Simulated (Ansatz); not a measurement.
`[CH3][Al]([CH3])[F]`, charge 0, multiplicity 1.

Give a relaxed structure at PBE0-D4/def2-TZVP (Ansatz 0.2.0). (An estimate is asked.)

Ansatz gave: 
Z-matrix (Å, degrees):
```
C
Al 1 1.942
H 1 1.092 2 112.4
H 1 1.095 2 110.9 3 120.8
H 1 1.095 2 111.1 3 -121.2
C 2 1.942 1 126.3 3 177.6
F 2 1.659 1 117.4 3 -2.6
H 6 1.095 2 110.9 1 -121.5
H 6 1.095 2 110.9 1 120.6
H 6 1.093 2 112.6 1 -0.5
```
Point group Cs.
This is one stationary point; other conformers may exist.
